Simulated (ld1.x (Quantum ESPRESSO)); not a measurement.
# Before and after: ultrasoft potential for sulfur

ld1.x (Quantum ESPRESSO) 7.5 input, shortened:

```
&input
   title='S', zed=16., rel=1, dft='PW91', iswitch=3,
   config='[Ne] 3s2 3p3'
 /
 &inputp
   pseudotype=3, tm=.true., lloc=-1, rcloc=1.50,
   nlcc=.true.,
   which_augfun='PSQ', rmatch_augfun=1.15
 /
4
3S  1  0   2.00   0.00  1.05  1.25  0.0
3S  1  0   0.00  -1.60  1.05  1.25  0.0
3P  2  1   3.00   0.00  1.30  1.75  0.0
3P  2  1   0.00  -0.65  1.30  1.75  0.0
 &test
   configts(1)='3s2 3p3'
 /
```

Change: all radii but the core radius scaled by about 1.22 (s 1.52, p 2.14 bohr, rcut 1.28/1.60); local potential all-electron potential smoothed inside 1.84 bohr (lloc = -1); augmentation PSQ, radius 1.40 bohr.

Cutoffs: the cutoffs (Ry, on a coarse ladder) from which the occupation-weighted sum of valence levels, in a spherical-Bessel basis at the reference potential, stays within 10 and 1 mRy of its value at 400 Ry; they do not see the model core or the augmentation charge, which bear on the density cutoff. Errors are all-electron minus pseudo energies relative to the spin-unpolarised reference configuration.

Question: Predict the effect on cutoff, ghosts and configuration errors.

Answer: The potential gets softer (25 Ry and 45 Ry → 15 Ry and 25 Ry); of the 7 tests that both files solve, the error grows in 6 and shrinks in 1 by more than 15 % and 0.3 meV (median size 1.9 → 5.8 meV); neither file shows a bound ghost. A larger radius leaves more room for a smooth pseudo-wave, so fewer plane waves are needed.

| quantity | base | changed |
| --- | --- | --- |
| cutoff, loose | 25 Ry | 15 Ry |
| cutoff, tight | 45 Ry | 25 Ry |
| loose cutoff by channel (10 mRy a level) | s 18 Ry, p 15 Ry | s 6 Ry, p 12 Ry |
| bound ghosts | none | none |
| error for 3s2 3p4, meV [ΔE -11.82 eV] | +1.9 | +2.3 |
| error for 3s2 3p2, meV [ΔE 22.35 eV] | +1.5 | +4.0 |
| error for 3s2 3p1, meV [ΔE 56.47 eV] | +15 | +32 |
| error for 3s0 3p6, meV [ΔE 8.92 eV] | +1.2 | -16 |
| error for 3s1 3p4, meV [ΔE 10.88 eV] | -1.2 | -5.8 |
| error for 3s2 3p0, meV [ΔE 103.37 eV] | +52 | +110 |
| error for 3s1 3p5, meV [ΔE -1.51 eV] | +2.3 | -1.6 |
| lowest overlap eigenvalue by channel | s 0.54, p 0.81 | s 0.44, p 0.88 |
